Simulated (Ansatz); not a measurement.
Steps of a relaxation of CH3Cl2Ga, SMILES `[CH3][Ga]([Cl])[Cl]` with RKS PBE0-D4/def2-TZVP.

```sh
$ ansatz run in.yaml --threads 4 --pin off --events-out ev --progress --plain --max-ram 10444MiB
```

```yaml
crystal:
  periodic: [false, false, false]
  atoms:
    - {symbol: C, position_ang: [-0.212050, 1.004260, -0.121700]}
    - {symbol: Ga, position_ang: [0.198450, -0.979480, 0.116450]}
    - {symbol: Cl, position_ang: [1.848230, -1.639220, 1.232770]}
    - {symbol: Cl, position_ang: [-0.997880, -2.476380, -0.740990]}
    - {symbol: H, position_ang: [-1.165610, 1.126620, -0.636370]}
    - {symbol: H, position_ang: [-0.252730, 1.489310, 0.855280]}
    - {symbol: H, position_ang: [0.581590, 1.474880, -0.705420]}
basis:
  gaussian: {orbitals: def2-TZVP}
hamiltonian: {xc: pbe0, dispersion: d4}
relax: {f_tol: 0.005, max_steps: 150}
```

Positions (Å) and forces (eV/Å) along the path, 5 of 5 steps:

```xyz
7
step=1 energy=-78497.5229 eV
C    -0.212    1.004   -0.122    0.179   -0.990    0.118
Ga    0.198   -0.979    0.116   -0.404    1.928   -0.242
Cl    1.848   -1.639    1.233    0.520   -0.240    0.352
Cl   -0.998   -2.476   -0.741   -0.352   -0.485   -0.253
H    -1.166    1.127   -0.636    0.040   -0.054    0.021
H    -0.253    1.489    0.855    0.009   -0.076   -0.001
H     0.582    1.475   -0.705    0.009   -0.082    0.006
7
step=2 energy=-78497.6065 eV
C    -0.211    0.989   -0.120    0.074   -0.432    0.051
Ga    0.188   -0.926    0.110   -0.109    0.473   -0.058
Cl    1.860   -1.615    1.240    0.054   -0.049    0.034
Cl   -1.015   -2.462   -0.753   -0.025   -0.081   -0.021
H    -1.164    1.107   -0.635    0.027    0.031    0.011
H    -0.248    1.463    0.862    0.002    0.028   -0.031
H     0.590    1.445   -0.704   -0.023    0.032    0.014
7
step=3 energy=-78497.6130 eV
C    -0.210    0.981   -0.119   -0.002   -0.054    0.003
Ga    0.181   -0.909    0.107    0.000   -0.018   -0.002
Cl    1.853   -1.619    1.235    0.003    0.000    0.002
Cl   -1.006   -2.468   -0.747    0.003    0.005    0.002
H    -1.160    1.108   -0.634   -0.004    0.025   -0.003
H    -0.246    1.462    0.859   -0.001    0.021    0.000
H     0.589    1.444   -0.701    0.001    0.020   -0.003
7
step=4 energy=-78497.6131 eV
C    -0.210    0.980   -0.119   -0.001   -0.016    0.001
Ga    0.181   -0.910    0.107   -0.001   -0.007    0.000
Cl    1.853   -1.620    1.235   -0.004    0.003   -0.003
Cl   -1.006   -2.470   -0.747    0.003    0.003    0.002
H    -1.160    1.112   -0.634   -0.002    0.004   -0.002
H    -0.246    1.463    0.858    0.000    0.006    0.004
H     0.588    1.444   -0.700    0.005    0.007   -0.003
7
step=5 energy=-78497.6131 eV
C    -0.210    0.979   -0.119   -0.002    0.001   -0.001
Ga    0.180   -0.911    0.106   -0.001    0.000   -0.001
Cl    1.853   -1.618    1.235    0.001    0.000    0.000
Cl   -1.006   -2.471   -0.747    0.001    0.001    0.001
H    -1.160    1.113   -0.634    0.000    0.001    0.000
H    -0.246    1.463    0.858    0.000   -0.001    0.000
H     0.588    1.444   -0.700    0.001   -0.001    0.000
```

It took 17 s on 4 threads of an Arm Neoverse V1 on a shared host, with 0.49 GiB of host memory at the peak.
